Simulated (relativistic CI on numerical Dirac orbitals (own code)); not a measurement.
Crystal-field levels of Rh²⁺, 4d7

Calculated by Dirac-Coulomb-Breit CI, separate exchange-only KLI orbitals for each configuration, QED by a radiative potential, valence Slater integrals scaled by 0.75, one configuration in a parametric crystal field (own radial code).

Field parameters in Wybourne normalisation: Td as Oh with Dq negative (B⁴₀ = 21Dq, B⁴₄ = √(5/14) B⁴₀). The field is a parameter set, without covalency.

S is read from ⟨S²⟩ = S(S + 1).

Levels (cm⁻¹, degeneracy): 0 (4), 1646 (4), 2101 (2), 3299 (4), 3403 (2), 3650 (2), 4820 (4), 5621 (2), 6141 (4), 12134 (2), 12146 (4), 12583 (4).

**Question.** Which field gives this pattern?
A. Td, 10Dq = -15500 cm⁻¹
B. Td, 10Dq = -2100 cm⁻¹
C. Td, 10Dq = -18850 cm⁻¹
D. Td, 10Dq = -3800 cm⁻¹

**Answer.** B. Td, 10Dq = -2100 cm⁻¹, ground level with S = 1.49.
